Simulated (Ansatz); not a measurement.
[MoO3(OH)]- (MoO4H⁻) was relaxed with PBE0-D4 (def2-SVPD) in Ansatz in these states: charge -1 singlet, neutral doublet. The geometries follow in no particular order.

In the def2 sets Mo takes a core potential; there is no spin–orbit coupling.

A:

```xyz
6

Mo   -0.0841   -0.1435   -0.4360
O    -1.6377   -0.4208   -1.1201
O     0.7622    1.0720   -1.3142
O     0.8483   -1.5912   -0.4263
O    -0.3430    0.4565    1.3947
H     0.4543    0.6269    1.9020
```

B:

```xyz
6

Mo    0.324   -0.020   -0.267
O     0.356    0.763   -1.757
O     1.929    0.443    0.581
O     0.328   -1.686   -0.482
O    -1.167    0.530    0.712
H    -1.769   -0.030    1.213
```

Judge from the bond lengths which geometry belongs to which state (an estimate).

A is the charge -1 singlet (Mo1–O3 1.722 Å, Mo1–O5 1.944 Å, Mo1–O4 1.722 Å); B is the neutral doublet (Mo1–O3 1.873 Å, Mo1–O5 1.867 Å, Mo1–O4 1.679 Å).
